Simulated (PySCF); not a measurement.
Calculation: PBE-D3(BJ)/def2-TZVP // B3LYP-D3(BJ)/def2-TZVP (PySCF). Gas-phase values, no solvent. 

Reference species (SMILES): `C=NC` (neutral, multiplicity 1).

```
Property          Value
-------------  --------
HOMO–LUMO gap   4.43 eV
HOMO           -5.84 eV
```

Changed species: `[H]/N=C/C`.

Predict the effect on the HOMO–LUMO gap and HOMO.

the HOMO–LUMO gap rises by 0.43 eV, to 4.86 eV; the HOMO falls by 0.19 eV, to -6.03 eV.
